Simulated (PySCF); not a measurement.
NICS in isomers of [C8H12P]-.

NICS = −σ at a ghost point: NICS(0) at the centroid of the ring atoms, NICS(1) 1 Å to either side along the normal of their mean plane, zz for the tensor component along that normal. Level: GIAO PBE0/pcSseg-1 (PySCF, non-relativistic, gas phase) on the GFN2-xTB geometries, one conformer each. Atom numbers follow the mapped SMILES.

Task: Order these rings by mean NICS(1)zz, lowest (most negative) first (ppm).
A. ring C5–C6–C7–P8–C9 in `[CH3:1][C:2]([CH3:3])([CH3:4])[c:5]1[cH:6][cH:7][p-:8][cH:9]1` (charge -1)
B. ring C3–C4–P5–C6–C7 in `[CH3:1][CH2:2][c:3]1[cH:4][p-:5][cH:6][c:7]1[CH2:8][CH3:9]` (charge -1)
C. ring C3–P4–C5–C6–C8 in `[CH3:1][CH2:2][c:3]1[p-:4][cH:5][c:6]([CH3:7])[c:8]1[CH3:9]` (charge -1)
D. ring C4–C5–C6 in `[CH:1]1=[C:2]([P-:3][CH:4]2[CH2:5][CH2:6]2)[CH2:7][CH2:8][CH2:9]1` (charge -1)

Result: A (-29.5), B (-28.1), C (-27.1), D (-22.5).

```json
{"SMILES": "CC(C)(C)c1cc[p-]c1", "ring": "5-membered ring with P; formal bonds all aromatic", "NICS(0)": "-12.6", "NICS(1)": "-11.3", "NICS(1)zz": "-29.5", "HOMA": "0.87", "rms pucker (Å)": "0.00", "ring atoms with four or more neighbours": "0"}
{"SMILES": "CCc1c[p-]cc1CC", "ring": "5-membered ring with P; formal bonds all aromatic", "NICS(0)": "-12.3", "NICS(1)": "-10.9", "NICS(1)zz": "-28.1", "HOMA": "0.88", "rms pucker (Å)": "0.00", "ring atoms with four or more neighbours": "0"}
{"SMILES": "CCc1[p-]cc(C)c1C", "ring": "5-membered ring with P; formal bonds all aromatic", "NICS(0)": "-12.1", "NICS(1)": "-10.9", "NICS(1)zz": "-27.1", "HOMA": "0.84", "rms pucker (Å)": "0.00", "ring atoms with four or more neighbours": "0"}
{"SMILES": "C1=C([P-]C2CC2)CCC1", "ring": "3-membered carbocycle; formal bonds all single", "NICS(0)": "-44.5", "NICS(1)": "-9.3", "NICS(1)zz": "-22.5", "HOMA": "–", "rms pucker (Å)": "0.00", "ring atoms with four or more neighbours": "3"}
```

NICS(0) gives another order. The isotropic NICS(1) ties some rings at the printed digit and otherwise keeps the order. HOMA uses Krygowski's 1993 parameters; it is left out where a ring has a four-coordinate atom, a triple bond, no multiple bond or a kind of bond without parameters. NICS(1) and NICS(1)zz are means over the two faces.
